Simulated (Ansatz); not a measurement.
(LiOH)2 ring (Li₂O₂H₂), relaxed as a singlet with RKS PBE0-D4/def2-TZVP in Ansatz, starting from the GFN2-xTB geometry. Force threshold 0.02 eV/Å.

Start:

Cartesian coordinates in Å:
```
Li -0.702 0.152 0.857
O -0.927 0.480 -0.844
Li 0.703 -0.149 -0.857
O 0.927 -0.479 0.845
H -1.585 0.824 -1.445
H 1.585 -0.827 1.444
```

| step | energy (eV) | largest force component (eV/Å) | SCF passes |
| --- | --- | --- | --- |
| 1 | -4536.5908 | 0.447 | 25 |
| 2 | -4536.5963 | 0.157 | 28 |
| 3 | -4536.5977 | 0.020 | 29 |
| 4 | -4536.5978 | 0.005 | 29 |

Force components are those of the run's own axes.

End:

```xyz
6

Li   -0.703    0.151    0.858
O    -0.940    0.489   -0.857
Li    0.703   -0.151   -0.858
O     0.940   -0.489    0.857
H    -1.596    0.830   -1.454
H     1.596   -0.830    1.454
```

By distances, no bond broke or formed. The bond that changes most is O2–Li3, from 1.75 to 1.76 Å (atoms count from 1).

No frequencies were taken in this run, so the end may be a saddle point.

It took 2.8 s on 4 threads of Arm Neoverse V2 on a shared host.
